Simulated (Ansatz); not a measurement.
M(NH2)3 with several metals: PBE0-D4/def2-TZVP single points in Ansatz on relaxed structures, gas phase. Core potentials for Dy, La, Nd, no spin–orbit coupling. HOMO and LUMO are taken over both spins. With an open 4f shell the SCF may have ended above the lowest state. Singlets are spin-restricted. Names give formal oxidation states. The structures are stationary points that may keep the symmetry of their start. Remarks come from the PBE and PBE0 runs and from stability tests at other levels; not every state was tested.

Q: Estimate the order by HOMO (eV), lowest first.
A. Co(NH2)3 (CoN3H6) (quintet)
B. V(NH2)3 (VN3H6) (triplet)
C. Cr(NH2)3 (CrN3H6) (quartet)
D. La(NH2)3 (LaN3H6) (singlet)
E. Dy(NH2)3 (DyN3H6) (sextet)

A: A (-6.57), E (-6.24), C (-6.06), D (-6.00), B (-5.59).

In full:

```json
{"species": "La(NH2)3 (LaN3H6)", "atoms": "10", "state": "singlet", "geometry": "r2SCAN-D4/def2-SVP", "HOMO (eV)": "-6.00", "LUMO (eV)": "-1.18", "gap (eV)": "4.81", "lowest of the spins relaxed": "–", "point group (within 0.1 Å)": "C3v", "remarks": "–"}
{"species": "Co(NH2)3 (CoN3H6)", "atoms": "10", "state": "quintet", "geometry": "PBE0-D4/def2-SVP", "HOMO (eV)": "-6.57", "LUMO (eV)": "-2.07", "gap (eV)": "4.50", "lowest of the spins relaxed": "tie, of singlet/triplet/quintet", "point group (within 0.1 Å)": "D3h", "remarks": "triplet lower at PBE, spin states tie at PBE0, triplet lowest at PBE0, restricted SCF unstable in HF (singlet)"}
{"species": "V(NH2)3 (VN3H6)", "atoms": "10", "state": "triplet", "geometry": "PBE-D4/def2-SVP", "HOMO (eV)": "-5.59", "LUMO (eV)": "-0.83", "gap (eV)": "4.76", "lowest of the spins relaxed": "–", "point group (within 0.1 Å)": "Cs", "remarks": "restricted SCF unstable (singlet)"}
{"species": "Cr(NH2)3 (CrN3H6)", "atoms": "10", "state": "quartet", "geometry": "r2SCAN-D4/def2-SVP", "HOMO (eV)": "-6.06", "LUMO (eV)": "-0.92", "gap (eV)": "5.13", "lowest of the spins relaxed": "–", "point group (within 0.1 Å)": "D3", "remarks": "spin-contaminated (⟨S²⟩ up to 1.76) (doublet)"}
{"species": "Nd(NH2)3 (NdN3H6)", "atoms": "10", "state": "quartet", "geometry": "PBE-D4/def2-SVP", "HOMO (eV)": "-6.08", "LUMO (eV)": "-1.19", "gap (eV)": "4.89", "lowest of the spins relaxed": "–", "point group (within 0.1 Å)": "C3", "remarks": "–"}
{"species": "Dy(NH2)3 (DyN3H6)", "atoms": "10", "state": "sextet", "geometry": "r2SCAN-D4/def2-SVP", "HOMO (eV)": "-6.24", "LUMO (eV)": "-1.28", "gap (eV)": "4.96", "lowest of the spins relaxed": "–", "point group (within 0.1 Å)": "Cs", "remarks": "–"}
```

The gap (eV) runs from 4.50 (Co(NH2)3) to 5.13 (Cr(NH2)3).
